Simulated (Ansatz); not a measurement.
Born–Oppenheimer molecular dynamics of CH8BFSi2 (13 atoms, charge 0, multiplicity 1). It starts at the highest image of a converged band. Of that band: The profile has 2 maxima (images 3, 5) with wells between them (image 4): this band takes more than one step, which may be the mechanism or a detour left from its start path. A vibrational analysis at the climbing image gives one clearly imaginary mode, 269i cm⁻¹: a first-order saddle point.

Level of theory: RKS PBE-D4/def2-SVP in Ansatz 0.2.0.

| Item | Value |
| --- | --- |
| ensemble | NVE (velocity Verlet) |
| time step | 0.5 fs |
| steps asked | 200 |
| starting velocities drawn for | 100 K |
| seed | 11986 |

First frame:

```xyz
13
Properties=species:S:1:pos:R:3
C -2.278 0.788 0.985
Si -0.619 -0.019 0.666
F -0.589 -1.461 1.458
B 0.578 0.269 -0.820
Si 2.153 -0.920 -1.207
H -3.090 0.215 0.494
H -2.280 1.818 0.574
H -2.495 0.834 2.070
H 0.536 0.868 1.240
H 0.471 1.365 -1.343
H 1.789 -1.641 -2.487
H 2.402 -1.968 -0.155
H 3.443 -0.183 -1.461
```

How far do the bonds stretch over the last three quarters of this one trajectory? (Pairs bonded in most of those frames.)


```
   bond  mean (Å)  spread (Å)  shortest  longest
 C1–Si2     1.875       0.019      1.83     1.91
  C1–H6     1.110       0.008      1.10     1.13
  C1–H7     1.109       0.011      1.09     1.13
  C1–H8     1.113       0.010      1.09     1.13
 Si2–F3     1.643       0.008      1.63     1.66
 Si2–B4     1.903       0.027      1.87     1.96
 B4–Si5     2.020       0.023      1.98     2.06
  B4–H9     1.405       0.227      1.18     2.00
 B4–H10     1.222       0.011      1.19     1.24
Si5–H11     1.512       0.015      1.49     1.54
Si5–H12     1.510       0.006      1.50     1.52
Si5–H13     1.511       0.007      1.50     1.52
```

Mean temperature of the second half: 226 K. The conserved energy stayed within 0.034 meV per atom of its start (net change 0.004 meV per atom), so the integration is sound. The system heated up, since it started high on the potential surface and ran downhill. A run of 0.1 ps of so small a system gives no equilibrium averages. The orbitals stay closed-shell, which can raise the energy where a bond breaks towards radicals; this wasn't checked here.

Run time: 8 min on 2 threads of Arm Neoverse V1, on a shared host, peak memory 0.15 GiB.
